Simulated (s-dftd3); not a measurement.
BiBr2 (SMILES [Br][Bi+][Br]), charge +1, singlet, at a GFN2-xTB geometry (such geometries of metal compounds can be far from the true shape); D3(bjm) for pbe (s-dftd3 1.4.0).

Input for s-dftd3:
```
$ s-dftd3 mol.xyz --bjm pbe --json dftd3.json --noedisp --grad

# file mol.xyz
3

Bi     0.67128196     0.35682079     0.22193400
Br    -1.13430237     0.94178527    -1.43414805
Br    -0.45759485    -1.78796029     0.90784742
```

**Question.** Write the output that s-dftd3 gives for this input, abridged.

**Answer.** 
```
-----------------------------------
 s i m p l e   D F T - D 3  v1.4.0
-----------------------------------

Rational (Becke-Johnson) damping: pbe-D3(BJ)
---------------------
  s6         1.0000
  s8         0.3589
  s9         0.0000
  a1         0.0121
  a2         5.9390
 alp        14.0000
--------------------

Dispersion energy:      -2.1561537543312E-02 Eh

Gradient norm:           5.4587259517274E-03 Eh/a0
--------------------------------------------------
     #    Z           dE/dx      dE/dy      dE/dz
--------------------------------------------------
     1   83 Bi    2.635E-03  1.401E-03  8.712E-04
     2   35 Br   -1.829E-03  1.363E-03 -2.205E-03
     3   35 Br   -8.062E-04 -2.763E-03  1.334E-03
--------------------------------------------------

Virial:
--------------------------------------------------
      component           x          y          z
--------------------------------------------------
          x       7.961E-03  1.246E-03  4.679E-03
          y       1.246E-03  1.271E-02 -7.846E-03
          z       4.679E-03 -7.846E-03  8.632E-03
--------------------------------------------------

[Info] JSON dump of results written to 'dftd3.json'
```
